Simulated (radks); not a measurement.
Q: These are the eigenvalues of the occupied orbitals of an atom or ion with whole-number occupations (hartree). Method: scalar-relativistic Kohn-Sham, PBEsol, spin-polarised, spherical densities, finite nucleus; Fermi nuclear charge, rms radius of each element as measured or else 0.836 A^(1/3) + 0.57 fm; computed with a radial shooting solver on a logarithmic mesh with Libxc functionals.

orbital  eigenvalue
1s up     -302.9699
1s down   -302.9698
2s up     -37.54919
2s down   -37.48043
2p up     -32.51754
2p down   -32.46556
3s up      -5.57748
3s down    -5.44372
3p up      -4.11682
3p down    -3.98536
3d up      -1.78153
3d down    -1.65559

Which element is it, and in what charge state? The configuration may be excited. Open shells, if any, are filled with parallel spins first.

A: Z = 28, nickel, charge +3: Ni3+ in [Ar] 3d7. The list shows which subshells hold electrons but not how many an open one holds; the 1s level, -302.97 hartree, gives Z - s = 24.6 by -(Z - s)^2/2, which with screening and relativity narrows Z to a few neighbours, and the depths of the outer levels then fix element, charge and occupations together.
